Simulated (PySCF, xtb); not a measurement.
C2H4BNO2, SMILES B(OC)N=C=O.

GFN2-xTB in xtb at its own geometry gives an orbital gap of 5.31 eV and a dipole moment of 3.73 D.

Geometry: B3LYP-D3(BJ)/def2-SVP. The structure was generated by enumeration, and PubChem lists no compound with its InChIKey, so it may never have been made. Other conformers were not sampled.

Question: What does PBE/def2-TZVP (PySCF) give? (Estimate from the structure and the level; the computed values follow.)

Answer: gap 5.40 eV (levels -7.08 and -1.69 eV), dipole 3.19 D.
